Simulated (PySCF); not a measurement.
PySCF job for Al(F)(NCO)(OH) (CHAlFNO2), SMILES O=C=[N][Al]([OH])[F], PBE/pcSseg-1. Geometry: B3LYP-D3(BJ)/def2-SVP. The structure was generated by enumeration; whether it is a known compound was not checked. One conformer was computed; it need not be the lowest.

```python
import numpy as np
from pyscf import gto, scf, dft
from pyscf.prop.nmr import rks as nmr

mol = gto.M(
    atom='''
    Al   -0.02139829    0.92333442    0.00000000
    F    -1.50296299    1.65578516    0.00000000
    N     0.04684640   -0.83809379    0.00000000
    C     0.03472543   -2.04128127    0.00000000
    O     0.03286443   -3.21185159    0.00000000
    O     1.34298203    1.90927231    0.00000000
    H     2.26179560    1.62956438    0.00000000
    ''',
    basis='pcSseg-1',
    charge=0,
    spin=0,
    max_memory=1600,
    verbose=3,
)
mf = dft.RKS(mol, xc='pbe')
mf.grids.level = 3
mf.conv_tol = 1e-10
mf.max_cycle = 100
mf.kernel()
n = nmr.NMR(mf)
n.verbose = 2
n.max_cycle_cphf = 60
sigma = n.kernel()
print('atom   isotropic/ppm   span/ppm')
for i, s in enumerate(sigma):
    w = np.linalg.eigvalsh((s + s.T) / 2)
    print(f'{mol.atom_symbol(i):2s}{i + 1:3d} {w.mean():14.3f} {w[2] - w[0]:11.3f}')
```

Output:

```
converged SCF energy = -585.858292161089
atom   isotropic/ppm   span/ppm
Al  1        478.701     126.420
F   2        358.220     156.628
N   3        223.525     189.646
C   4         58.196     339.871
O   5        192.744     320.456
O   6        310.742      73.325
H   7         29.381      20.516
```

Self-consistency was reached.
